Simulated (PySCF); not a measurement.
PySCF input for CH5FO2Si2, SMILES O1C[Si@@](F)(O)[SiH2]1, TPSSh-D3(BJ)/def2-SVP. 

```python
import numpy as np
from pyscf import gto, scf, dft
import os
os.environ['JAX_PLATFORMS'] = 'cpu'
from ase import Atoms, units
from ase.calculators.calculator import Calculator, all_changes
from sella import Sella

mol = gto.M(
    atom='''
    O     2.06099722   -0.05290730   -0.73129254
    Si    0.70807214   -0.00283307    0.16347216
    F     1.34170957   -0.16249562    1.63443811
    C    -0.61857128   -1.36892392   -0.16294731
    O    -1.74701227   -0.51259662   -0.44133897
    Si   -1.28395289    1.06439277   -0.27581330
    H     2.05049349   -0.10236524   -1.68210497
    H    -0.47061667   -2.02282586   -1.02528738
    H    -0.87448373   -2.00219797    0.68797261
    H    -2.04449885    1.70664966    0.79322952
    H    -1.47440203    1.75893938   -1.55224102
    ''',
    basis='def2-SVP',
    charge=0,
    spin=0,
    max_memory=1600,
    verbose=3,
)
mf = dft.RKS(mol, xc='tpssh').density_fit(auxbasis='def2-universal-jkfit')
mf.disp = 'd3bj'
mf.grids.level = 4
mf.conv_tol = 1e-9
mf.max_cycle = 100
mf.kernel()
grad = mf.nuc_grad_method()
grad.grid_response = mol.nao <= 150
scan = grad.as_scanner()
scan.verbose = scan.base.verbose = 0
class SCF(Calculator):
    implemented_properties = ['energy', 'forces']
    def calculate(self, atoms=None, properties=None, system_changes=all_changes):
        super().calculate(atoms, properties, system_changes)
        e, g = scan(mol.set_geom_(self.atoms.positions, unit='Angstrom', inplace=False))
        assert scan.converged
        self.results = {'energy': float(e) * units.Hartree, 'forces': -np.asarray(g) * units.Hartree / units.Bohr}
atoms = Atoms(mol.elements, mol.atom_coords(unit='Angstrom'), calculator=SCF())
conv = Sella(atoms, order=0, internal=True, allow_fragments=True).run(fmax=0.002, steps=150)
mol_eq = mol.set_geom_(atoms.positions, unit='Angstrom', inplace=False)
print(mol_eq.tostring(format='xyz'))
mf.reset(mol_eq)
mf.verbose = 3
mf.kernel()
```

Output:

```
converged SCF energy = -870.122013191925
     Step          Energy         fmax         cmax       rtrust          rho
Sella   0   -23677.225989       1.1301       0.0000       0.1000       1.0000
Sella   1   -23677.364567       1.1301       0.0000       0.1000       1.2369
Sella   2   -23677.395665       0.7383       0.0000       0.1000       1.1280
Sella   3   -23677.401133       0.2670       0.0000       0.1000       1.3592
Sella   4   -23677.404624       0.1050       0.0000       0.1000       1.3286
Sella   5   -23677.406056       0.1248       0.0000       0.1000       1.3272
Sella   6   -23677.406695       0.0968       0.0000       0.1000       1.4045
Sella   7   -23677.407144       0.0532       0.0000       0.1000       1.3846
Sella   8   -23677.407403       0.0337       0.0000       0.1000       1.3438
Sella   9   -23677.407531       0.0387       0.0000       0.1000       1.4189
Sella  10   -23677.407640       0.0333       0.0000       0.1000       1.4892
Sella  11   -23677.407771       0.0337       0.0000       0.1000       1.5051
Sella  12   -23677.407942       0.0292       0.0000       0.1000       1.6862
Sella  13   -23677.408253       0.0394       0.0000       0.1000       1.5280
Sella  14   -23677.408891       0.0288       0.0000       0.1000       1.1972
Sella  15   -23677.410038       0.0354       0.0000       0.1000       1.0906
Sella  16   -23677.411842       0.0349       0.0000       0.1000       1.0479
Sella  17   -23677.414385       0.0442       0.0000       0.1150       1.0163
Sella  18   -23677.418251       0.0534       0.0000       0.1322       1.0057
Sella  19   -23677.423881       0.0643       0.0000       0.1521       0.9891
Sella  20   -23677.431550       0.0738       0.0000       0.1749       0.9738
Sella  21   -23677.441022       0.0764       0.0000       0.1749       0.9486
Sella  22   -23677.449869       0.0639       0.0000       0.1749       0.9370
Sella  23   -23677.456536       0.0544       0.0000       0.1749       0.9306
Sella  24   -23677.459910       0.0366       0.0000       0.1749       0.9333
Sella  25   -23677.460502       0.0489       0.0000       0.1749       1.2987
Sella  26   -23677.460742       0.0387       0.0000       0.1749       1.3411
Sella  27   -23677.460849       0.0348       0.0000       0.1749       1.4071
Sella  28   -23677.460937       0.0261       0.0000       0.1749       1.4710
Sella  29   -23677.461023       0.0163       0.0000       0.1749       1.3572
Sella  30   -23677.461060       0.0159       0.0000       0.1749       1.2828
Sella  31   -23677.461071       0.0078       0.0000       0.1749       1.2810
Sella  32   -23677.461074       0.0055       0.0000       0.1749       1.3560
Sella  33   -23677.461075       0.0029       0.0000       0.1749       1.4059
Sella  34   -23677.461076       0.0021       0.0000       0.1749       1.4178
Sella  35   -23677.461077       0.0023       0.0000       0.1749       1.3629
Sella  36   -23677.461078       0.0023       0.0000       0.1749       1.2943
11
XYZ from PySCF
O           1.85204280       -0.31005088       -1.11960606
Si          0.66770157       -0.12191248        0.02534232
F           1.38178698       -0.01013827        1.49187406
C          -0.68791424       -1.45770428       -0.12689531
O          -1.82439722       -0.57751389       -0.35747311
Si         -1.31951153        1.04881583       -0.31878280
H           2.55316614        0.35576018       -1.16596143
H          -0.56712174       -2.14422904       -0.98226369
H          -0.86125192       -2.06291942        0.77959106
H          -1.95795620        1.82284430        0.78167326
H          -1.58880994        1.75988416       -1.59941139
converged SCF energy = -870.130652531336
```

Self-consistency was reached.

Cost: roughly 17 core-minutes.
